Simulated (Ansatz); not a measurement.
`FCC#CCF` and `FCC#CC(F)F` differ in one atom or group.

Ansatz, PBE0-D4/def2-TZVP geometries, multiplicity 1. 

| property | `FCC#CCF` |
| --- | --- |
| LUMO energy (B3LYP/def2-TZVPP) / eV | -0.27 |
| HOMO energy (PBE0/def2-TZVPP) / eV | -8.29 |
| size of the dipole moment (ωB97M-V/def2-TZVPP) / D | 2.17 |
| LUMO energy (PBE0/def2-TZVPP) / eV | -0.01 |
| HOMO energy (B3LYP/def2-TZVPP) / eV | -8.07 |
| LUMO energy (ωB97M-V/def2-TZVPP) / eV | 2.04 |

Q: What does the change do to each property? (Estimate.)

A: The calculation gave: 
```
                                          property  `FCC#CC(F)F`  shift
               LUMO energy (B3LYP/def2-TZVPP) / eV         -0.84  -0.57
                HOMO energy (PBE0/def2-TZVPP) / eV         -8.68  -0.39
size of the dipole moment (ωB97M-V/def2-TZVPP) / D          1.16  -1.01
                LUMO energy (PBE0/def2-TZVPP) / eV         -0.58  -0.57
               HOMO energy (B3LYP/def2-TZVPP) / eV         -8.45  -0.38
             LUMO energy (ωB97M-V/def2-TZVPP) / eV          1.50  -0.54
```

With PBE0 the HOMO falls by 0.39 eV and the LUMO falls by 0.57 eV, so the gap narrows by about 0.18 eV. PBE moves the HOMO by -0.33 eV and ωB97M-V by -0.40 eV. Dipoles are sizes alone; their direction can turn.

B3LYP here is the variant with VWN-RPA as its local correlation; programs differ in this.
